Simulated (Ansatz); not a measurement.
The first iterations of a band of C2H10GeSn (14 atoms, charge 0, multiplicity 1).

Computed with RKS B3LYP/def2-SVP in Ansatz 0.2.0.

| Property | Result |
| --- | --- |
| movable images | 7 |
| climbing image | yes |
| spring | 5.0 eV/Å² |
| optimiser | quadratic models (default) |
| start path | straight line |
| force threshold | 0.05 eV/Å |
| iteration limit | 60 |
| end points | relaxed |

First end point:

```xyz
14
Properties=species:S:1:pos:R:3
C -0.808 1.389 -0.379
C -0.407 0.081 0.324
Ge 1.282 0.263 1.339
Sn -0.348 -1.607 -1.078
H -0.907 2.222 0.340
H -1.777 1.300 -0.900
H -0.063 1.701 -1.129
H -1.176 -0.200 1.063
H 1.165 1.434 2.345
H 2.453 0.567 0.376
H 1.599 -1.035 2.114
H 0.008 -3.077 -0.256
H 0.852 -1.322 -2.281
H -1.885 -1.746 -1.849
```

Last end point:

```xyz
14
Properties=species:S:1:pos:R:3
C -0.491 1.283 -0.915
C -0.372 0.276 0.241
Ge 1.325 0.469 1.239
Sn -0.700 -1.784 -0.443
H -0.397 2.324 -0.559
H -1.464 1.207 -1.431
H 0.293 1.134 -1.677
H -1.176 0.452 0.975
H 1.359 -0.488 2.450
H 1.474 1.924 1.746
H 2.526 0.151 0.318
H -0.685 -2.882 0.883
H 0.528 -2.229 -1.566
H -2.232 -1.865 -1.232
```

| iteration | highest image above the first end (eV) | largest band force component (eV/Å) |
| --- | --- | --- |
| 1 | 22.170 | 49.574 |
| 2 | 6.761 | 16.076 |
| 3 | 2.967 | 8.030 |

Task: Does the band converge within its limit, and where does its top end?

Result: The forces met the threshold. It ended after 9 iterations with the highest image 0.055 eV above the first end. Another band between the same ends (7 images) ends at a top of the same energy, where a vibrational analysis finds 1 clearly imaginary mode.

Run time: 3.6 min on 2 threads of Intel(R) Xeon(R) 6975P-C (Granite Rapids), on a shared host, peak memory 0.45 GiB.
